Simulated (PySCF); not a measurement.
## Correlation energy of Mg³⁺ (magnesium, charge +3)

[He] 2s2 2p5, 2P determinant. All numbers are calculated (PySCF 2.14, the non-relativistic Hamiltonian (point nucleus), in def2-SVP (4s3p1d, 18 functions)). Frozen: [He] 2s2; 5 electrons correlated.

Total MP2 correlation energy: -0.96 mhartree.

Same-spin part -0.24 and opposite-spin part -0.72 mhartree; SCS-MP2 scales them by 1/3 and 6/5 to -0.95 mhartree.

```json
{"level": "CCSD", "correlation energy (mhartree)": "-1.01"}
{"level": "(T)", "correlation energy (mhartree)": "-0.01"}
{"level": "CCSD(T)", "correlation energy (mhartree)": "-1.02"}
```

Diagnostics: T1 = 0.00041, D1 = 0.0006, largest double amplitude 0.003.

Cost of the coupled-cluster step: 0.06 s of wall time on 1 thread of Neoverse-V2 (shared host), for 5 correlated electrons.
